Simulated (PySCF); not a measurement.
## Removing an electron from `CC(=S)C1COBOC1`

C₅H₉BO₂S.
Atom-mapped SMILES: `[CH3:1][C:2](=[S:3])[CH:4]1[CH2:5][O:6][BH:7][O:8][CH2:9]1` (hydrogens: H10, H11, H12 on C1; H13 on C4; H14, H15 on C5; H16 on B7; H17, H18 on C9)

Geometry (PBE0-D3(BJ)/def2-SVP, Å), atoms numbered from 1 in this order:
```
atom  x, y, z in Å
C1    -2.535   -0.370    0.567
C2    -1.427    0.056   -0.338
S3    -1.677    0.921   -1.696
C4    -0.042   -0.362    0.081
C5     0.646   -1.225   -0.979
O6     1.958   -1.553   -0.593
B7     2.672   -0.721    0.210
O8     2.162    0.442    0.694
C9     0.858    0.845    0.355
H10   -3.510   -0.022    0.207
H11   -2.353    0.014    1.585
H12   -2.542   -1.471    0.653
H13   -0.107   -0.955    1.011
H14    0.091   -2.162   -1.138
H15    0.654   -0.672   -1.934
H16    3.793   -1.034    0.518
H17    0.459    1.450    1.185
H18    0.877    1.482   -0.546
```

Level: CAM-B3LYP/def2-SVPD (PySCF). Frontier orbitals with their largest atomic shares (Löwdin; up to four atoms above 4 %):

```csv
orbital,ε (eV),main atoms
HOMO−3,-10.69,"O6 20 %, O8 19 %, C2 11 %, S3 11 %"
HOMO−2,-10.12,"O6 32 %, O8 32 %, C5 8 %, C9 7 %"
HOMO−1,-9.63,"S3 38 %, C2 19 %, O8 7 %, O6 7 %"
HOMO,-8.12,?
LUMO,-1.32,"S3 41 %, C2 38 %, C1 6 %"
LUMO+1,0.79,"B7 20 %, C1 14 %, S3 11 %, H13 6 %"
LUMO+2,1.31,"B7 29 %, S3 21 %, O8 8 %, O6 8 %"
```

Question: What vertical ionisation energy does ΔSCF give, and how far is −ε(HOMO) from it?

Answer: ΔSCF: 8.85 eV (854 kJ/mol; threshold wavelength 140 nm); ⟨S²⟩ of the doublet left behind is 0.758, against 0.75 for a pure doublet. −ε(HOMO) is 8.12 eV, 0.73 eV below it. In exact Kohn–Sham theory the two would be equal; CAM-B3LYP (range-separated hybrid) falls short of its own ΔSCF value by 8 %.

Question: On which atoms does the HOMO lie?

Answer: S3 (thiocarbonyl sulfur) 73 %, C2 (thiocarbonyl carbon) 11 %, C1 (methyl carbon) 4 %, so more than half of it is on one atom. The HOMO−1 lies 1.51 eV lower.

Question: And the vertical electron affinity, the fundamental gap, Mulliken's electronegativity and the hardness (with the factor ½)?

Answer: EA = 0.73 eV by ΔSCF (−ε(LUMO) = 1.32 eV). IE − EA = 8.12 eV against an orbital gap of 6.80 eV; (IE + EA)/2 = 4.79 eV; (IE − EA)/2 = 4.06 eV. Parr's electrophilicity index (IE + EA)²/[8(IE − EA)] is 1.41 eV.

Question: With α = 97.7 au, estimate the like-pair dispersion coefficient by London's formula C6 = (3/4)α²I.

Answer: I = 0.3253 Eh, so C6 ≈ 2330 au, a rough estimate.

Question: How many of the 10 lowest singlet excitations (vertical TDDFT, same level) lie below the ionisation energy?

Answer: All 10; they run from 2.54 to 7.26 eV.

Question: What total energies stand behind the ΔSCF value?

Answer: E(N) = -768.97204 Eh and E(N − 1) = -768.64677 Eh at the same geometry, 0.32527 Eh apart. With one more electron, E(N + 1) = -768.99892 Eh.

Question: Shift the occupied levels rigidly so that −ε(HOMO) equals the ΔSCF value. What binding energies result?

Answer: The shift is +0.73 eV: HOMO 8.85, HOMO−1 10.36, HOMO−2 10.85, HOMO−3 11.42 eV. A rigid shift is only a rough guide to the deeper ionisations.

Isolated species at its PBE0-D3(BJ)/def2-SVP geometry (one conformer only).

These values come from a run that also computed excited states and ΔSCF ions. Time: 7.7 min of wall time (with the writing of density and orbital grids); peak memory 1.3 GiB. Hardware: one thread of an Intel Xeon at 2.70 GHz, shared host with 64 logical CPUs at a one-minute load of 59.
